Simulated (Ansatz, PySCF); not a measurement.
H₃BClFSi, singlet, at a GFN2-xTB geometry, with bond 7-4 at 1.8 times its length. Base run: CASSCF(2,3)/STO-3G (PySCF).

PySCF was given this input:
```python
from pyscf import gto, scf, mcscf
import numpy

mol = gto.M(
    atom='''
B    -0.07342725   -0.18027696    0.34650567
Cl    1.57609683   -0.56010244    0.02954492
F    -0.54401225   -0.69574342    1.47334974
Si   -1.21204632    0.92800063   -0.85231422
H    -2.53996219    1.17530678   -0.28497434
H    -1.41504388    0.28204551   -2.15340847
H    -0.12250402    3.28142042   -1.34163261
''',
    basis='sto-3g',
    verbose=4,
)

mf = scf.RHF(mol)
mf.kernel()
mc = mcscf.CASSCF(mf, 3, 2)
mc.fix_spin_(ss=0.0)
mc.kernel()
occ = numpy.linalg.eigvalsh(mc.fcisolver.make_rdm1(mc.ci, mc.ncas, mc.nelecas))[::-1]
ss = mc.fcisolver.spin_square(mc.ci, mc.ncas, mc.nelecas)[0]
print('natural occupations', occ.round(4), ' <S^2>', round(ss, 4))
```

Programs used: Ansatz (a program for electronic structure), PySCF; a row that names a program was run with it.

The base run was repeated with changes; each row names its change, and settings that it needs were set with it.

| change | ΔE vs base (kcal/mol) | natural occupations | <S^2> of the state |
|---|---|---|---|
| base | 0.000 | 1.56 0.44 0.00 | 0.00 |
| correction = SC-NEVPT2 | -61.99 | 1.56 0.44 0.00 | 0.00 |
| active space = 8 electrons, 6 orbitals | -8.73 | 2.00 2.00 1.99 1.56 0.44 0.01 | 0.00 |
| code = ansatz | -0.004 | - | - |
| active space = 2 electrons, 4 orbitals | -0.021 | 1.56 0.44 0.00 0.00 | 0.00 |
| code = ansatz; correction = SC-NEVPT2, all electrons | -62.18 | - | - |
| conv_tol = 1e-5 | 0.000 | 1.56 0.44 0.00 | 0.00 |
| orbitals = fixed (CASCI) | 3.01 | 1.57 0.43 0.00 | 0.00 |
| orbitals = fixed (CASCI); correction = SC-NEVPT2 | -62.26 | 1.57 0.43 0.00 | 0.00 |
| fix_spin_ = off | 0.000 | 1.56 0.44 0.00 | 0.00 |
| start = MP2 natural orbitals | -0.011 | 1.56 0.44 0.00 | 0.00 |

Active orbitals are taken around the Fermi level unless the row says otherwise; CASSCF can end in different local minima, and two programs can end on different orbitals. State-averaged rows give the lowest state.

Ansatz warned in this series: the state or the total is in doubt.
